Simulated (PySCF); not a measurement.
Match the calculated data to a structure.

All candidates are C4H6O2SSi.

| technique | computed result |
| --- | --- |
| Rotational structure | rotational constants A, B, C: 1.906, 1.453, 0.921 GHz [GFN2-xTB] |
| 13C NMR | chemical shifts (computed TMS as zero) by class: 225.8 (1 C), 148.1 (1 C), 118.4 (1 C), 88.3 (1 C) ppm [GIAO PBE0/pcSseg-1] |
| NMR, other nuclei | isotropic shieldings of nuclei other than C and H, by class: 72 (1 O), 289 (1 O), 346 (1 Si), 80 (1 S) ppm [GIAO PBE0/pcSseg-1] |
| UV, first state | lowest singlet excitation: 3.25 eV (382 nm, f = 0.000) [TDDFT CAM-B3LYP/def2-SVPD] |
| Polarisability | 95.0 au [CAM-B3LYP/def2-SVPD] |
| 1H NMR | chemical shifts (computed TMS as zero) by class: 6.69 (1 H), 5.70 (1 H), 5.55 (1 H), 5.50 (1 H), 5.45 (1 H), 5.37 (1 H) ppm [GIAO PBE0/pcSseg-1] |
| UV, strongest line | among the 8 lowest singlet transitions: S2 at 5.47 eV (226 nm, f = 0.248) [TDDFT CAM-B3LYP/def2-SVPD] |

The electronic properties come from PySCF, for the isolated species, density fitting. Levels stand in brackets. The structure is a single GFN2-xTB conformer in the gas phase; no vibrational or solvent corrections. Each NMR value is the plain mean over a class of atoms that symmetry, rotation or inversion makes alike.

Problem. Which candidate is it?
A. `O=CO/C=C1\[SiH2]CS1`
B. `C[SiH2]SC(=C=O)C=O`
C. `O=CO/C=C1/C[SiH2]S1`
D. `C=C[C@@H]1O[SiH2]OC1=S`
E. `C#C[Si@@H](OC=O)SC`

Solution. D. It is `C=C[C@@H]1O[SiH2]OC1=S`. Numbering: `[CH2:1]=[CH:2][C@@H:3]1[O:4][SiH2:5][O:6][C:7]1=[S:8]`. Its formula, C4H6O2SSi, gives 3 degrees of unsaturation: 1 ring and 2 π bonds in the structure found. 4 carbons fall into 4 classes; from least to most shielded: thiocarbonyl carbon [C7] (225.8 ppm), alkene CH carbon [C2] (148.1 ppm), terminal =CH2 carbon [C1] (118.4 ppm), ring sp3 carbon bound to oxygen [C3] (88.3 ppm). Hydrogen classes from least to most shielded: 1 H on an alkene CH carbon, C2 (6.69 ppm), 1 H on a terminal =CH2 carbon, C1 (5.70 ppm), 1 H on a terminal =CH2 carbon, C1 (5.55 ppm), 1 H on an sp3 carbon bound to oxygen, C3 (5.50 ppm), 1 H on an oxygen-bound silicon, Si5 (5.45 ppm), 1 H on an oxygen-bound silicon, Si5 (5.37 ppm). The other shieldings belong to: 72 ppm, silyl ether oxygen [O6]; 289 ppm, silyl ether oxygen [O4]; 346 ppm, oxygen-bound silicon [Si5]; 80 ppm, thiocarbonyl sulfur [S8]. S1 is mainly HOMO→LUMO (weight 0.97); the largest Löwdin shares of the orbital it empties are 0.74 on the thiocarbonyl sulfur and 0.13 on the thiocarbonyl carbon, of the orbital it fills 0.35 on the thiocarbonyl carbon, 0.35 on the thiocarbonyl sulfur, 0.13 on a silyl ether oxygen and 0.05 on the sp3 carbon bound to oxygen. The optimised geometry has point group C1 and is an asymmetric top.

The others, at the same levels:
- `O=CO/C=C1\[SiH2]CS1` fails: its computed 13C shifts are 168.3 (1 C), 155.5 (1 C), 143.2 (1 C), 24.9 (1 C) ppm, 1H shifts are 7.92 (1 H), 6.60 (1 H), 5.47 (2 H), 2.35 (2 H) ppm and lowest singlet excitation is 4.43 eV (280 nm, f = 0.173) (against 3.25 eV).
- `O=CO/C=C1/C[SiH2]S1` fails: its computed 13C shifts are 161.0 (1 C), 136.2 (1 C), 129.6 (1 C), 19.9 (1 C) ppm, 1H shifts are 8.07 (1 H), 8.06 (1 H), 5.37 (2 H), 2.77 (2 H) ppm and lowest singlet excitation is 4.93 eV (251 nm, f = 0.003) (against 3.25 eV).
- `C#C[Si@@H](OC=O)SC` fails: its computed 13C shifts are 164.4 (1 C), 104.2 (1 C), 86.6 (1 C), 10.1 (1 C) ppm, 1H shifts are 8.02 (1 H), 5.67 (1 H), 2.13 (1 H), 2.06 (3 H) ppm and rotational constant A is 2.172 GHz (against 1.906 GHz).
- `C[SiH2]SC(=C=O)C=O` fails: its computed 13C shifts are 200.5 (1 C), 185.7 (1 C), 50.5 (1 C), 6.8 (1 C) ppm, 1H shifts are 9.62 (1 H), 5.23 (2 H), 0.66 (3 H) ppm and rotational constant A is 2.847 GHz (against 1.906 GHz).

Each candidate is one conformer, not necessarily the lowest. Dipoles, sizes and rotational constants follow the conformer. The torsions of the flexible species, by atom-mapped SMILES:
- `[CH2:1]=[CH:2][C@@H:3]1[O:4][SiH2:5][O:6][C:7]1=[S:8]`: C1–C2–C3–O4 3°
- `[O:1]=[CH:2][O:3]/[CH:4]=[C:5]1\[SiH2:6][CH2:7][S:8]1`: O1–C2–O3–C4 0°, C2–O3–C4–C5 0°
- `[O:1]=[CH:2][O:3]/[CH:4]=[C:5]1/[CH2:6][SiH2:7][S:8]1`: O1–C2–O3–C4 0°, C2–O3–C4–C5 179°
- `[CH:1]#[C:2][Si@@H:3]([O:4][CH:5]=[O:6])[S:7][CH3:8]`: C2–Si3–O4–C5 -67°, Si3–O4–C5–O6 -1°, C2–Si3–S7–C8 58°
- `[CH3:1][SiH2:2][S:3][C:4](=[C:5]=[O:6])[CH:7]=[O:8]`: C1–Si2–S3–C4 -75°, Si2–S3–C4–C5 178°, S3–C4–C7–O8 2°
